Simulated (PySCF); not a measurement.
The PySCF input:
```python
from pyscf import gto, scf, ci

mol = gto.M(
    atom='''
F    -1.315517   -0.404628    0.010450
Si   -0.017402    0.449927    0.037357
F     1.342587   -0.295259   -0.068561
''',
    basis='6-31g',
    charge=1,
    spin=1,
    verbose=4,
)

mf = scf.UHF(mol)
mf.kernel()

myci = ci.CISD(mf)
myci.kernel()
print('E(CISD) = %.10f' % myci.e_tot)
```

Task: What nuclear repulsion energy does CISD/6-31G (PySCF) give?

Result: 101.8965 Eh

Task: Predict the total energy from CISD/6-31G.

Result: -487.659196 Ha

Task: What is the computed SCF-reference Mulliken (on the basis functions themselves) charges in atom order (CISD/6-31G)?

Result: F1 -0.46, Si2 1.92, F3 -0.46

Task: What SCF-reference <S^2> does CISD/6-31G give?

Result: 0.756

Task: What is the computed SCF-reference HOMO energy (CISD/6-31G)?

Result: -21.35 eV

Task: What number of basis functions does CISD/6-31G give?

Result: 31

These values belong to the state on which the SCF converged, which isn't shown to be the lowest.
